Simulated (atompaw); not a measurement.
# antimony (Sb) PAW (atompaw): all-electron and pseudo phase curves

- Element: antimony (Sb)
- Generator: atompaw 4.2.0.5
- Type: PAW
- Functional: PBEsol
- Relativity: scalar-relativistic
- Frozen core: [Ar] 3d10
- Valence charge: 23
- Reference configuration: 4s2 4p6 4d10 5s2 5p3
- Partial waves: 4s (bound): rc 1.50 bohr; 5s (bound): rc 1.60 bohr; 4p (bound): rc 1.10 bohr; 5p (bound): rc 1.60 bohr; 4d (bound): rc 1.60 bohr; 4d channel at -2.05 Ry: rc 1.25 bohr
- Local potential: bessel scheme, radius 1.10 bohr
- Core correction: smooth core density matched at 1.00 bohr
- Augmentation charge: gaussian compensation charge, radius 1.20 bohr; PAW radius 1.60 bohr; waves and projectors: custom polynom vanderbiltortho

The phase is arctan(r·u′/u) with u = r·R(r), unwrapped; energies in Ry, scanned from -13 to 5 Ry. A pole is an energy at which the radial function vanishes at the test radius. The pseudo phase is shifted by a multiple of π to meet the all-electron one at the reference energy, and phase errors are pseudo minus all-electron; the curves can meet again beyond the range given. Levels narrower than the energy grid can be missing from the lists of poles.

```csv
channel,radius (bohr),reference energy (Ry),"poles, all-electron","poles, pseudo",unbroken range about the reference energy with phases within 0.05 rad,phase error 1 Ry above the reference energy (rad)
s,1.60,-0.95,-10.66,-10.66,the whole range,-0.003
p,1.60,-0.36,-7.00,-7.00,the whole range,-0.000
d,1.60,-2.46,-1.34,-1.34,below 3.1,-0.000
```

Phases in the p channel:

| E (Ry) | all-electron | pseudo |
| --- | --- | --- |
| -13.00 | 1.363 | 1.363 |
| -12.52 | 1.356 | 1.356 |
| -12.04 | 1.348 | 1.348 |
| -11.56 | 1.338 | 1.338 |
| -11.08 | 1.327 | 1.327 |
| -10.60 | 1.312 | 1.312 |
| -10.12 | 1.292 | 1.292 |
| -9.64 | 1.265 | 1.264 |
| -9.16 | 1.220 | 1.220 |
| -8.68 | 1.131 | 1.130 |
| -8.20 | 0.846 | 0.845 |
| -7.72 | -0.791 | -0.791 |
| -7.24 | -1.480 | -1.480 |
| -6.76 | -1.623 | -1.623 |
| -6.28 | -1.685 | -1.686 |
| -5.80 | -1.724 | -1.724 |
| -5.32 | -1.752 | -1.752 |
| -4.84 | -1.776 | -1.776 |
| -4.36 | -1.797 | -1.798 |
| -3.88 | -1.819 | -1.819 |
| -3.40 | -1.840 | -1.841 |
| -2.92 | -1.864 | -1.864 |
| -2.44 | -1.890 | -1.890 |
| -1.96 | -1.919 | -1.919 |
| -1.48 | -1.954 | -1.954 |
| -1.00 | -1.996 | -1.996 |
| -0.52 | -2.048 | -2.048 |
| -0.04 | -2.114 | -2.114 |
| 0.44 | -2.202 | -2.202 |
| 0.92 | -2.323 | -2.323 |
| 1.40 | -2.494 | -2.495 |
| 1.88 | -2.738 | -2.740 |
| 2.36 | -3.064 | -3.068 |
| 2.84 | -3.429 | -3.434 |
| 3.32 | -3.750 | -3.756 |
| 3.80 | -3.988 | -3.994 |
| 4.28 | -4.155 | -4.160 |
| 4.76 | -4.273 | -4.278 |
